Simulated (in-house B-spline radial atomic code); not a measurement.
Configurations of the rubidium ion Rb⁴⁺, with energies counted from [Ar] 3d10 4s2 4p3. Computed with a B-spline radial code for spherical atoms: scalar-relativistic (X2C) wB97X, spin-polarised, spherical fractional occupations, exact exchange averaged over the configuration, Fermi nucleus of rms radius 4.2036 fm. Shells without spins written out take the highest spin.

Occupations are held fixed; configurations that lie above the ionisation limit could autoionise.

| configuration | E - E(ref) (eV) | highest orbital | its <r> (bohr) |
| --- | --- | --- | --- |
| [Ar] 3d10 4s2 4p2 4d1 | 26.219 | 4d up | 1.91 |
| [Ar] 3d10 4s1 4p3 4d1 | 39.022 | 4d up | 1.878 |
| [Ar] 3d10 4s1 4p3 5p1 | 52.552 | 5p up | 3.231 |
| [Ar] 3d10 4s1 4p3 5d1 | 60.506 | 5d up | 4.086 |
| [Ne] 3s2 3p5 3d10 4s2 4p3 5p1 | 264.06 | 5p up | 3.182 |
| [Ne] 3s2 3p5 3d10 4s2 4p3 4f1 | 271.44 | 4f up | 2.886 |

Problem. Order these further configurations by energy, lowest first.
A. [Ar] 3d10 4s1 4p4
B. [Ar] 3d9 4s2 4p3 5f1
C. [Ar] 3d10 4s2 4p2 5f1
D. [Ar] 3d9 4s2 4p3 5s1
E. [Ar] 3d10 4s1 4p3 5s1

Solution. A (17.793 eV), E (46.86 eV), C (53.884 eV), D (135.22 eV), B (156.5 eV).

Problem. How far above the reference does [Ar] 3d9 4s2 4p4 lie?

Solution. 102.69 eV; its least bound orbital is 4p down with <r> = 1.478 bohr.
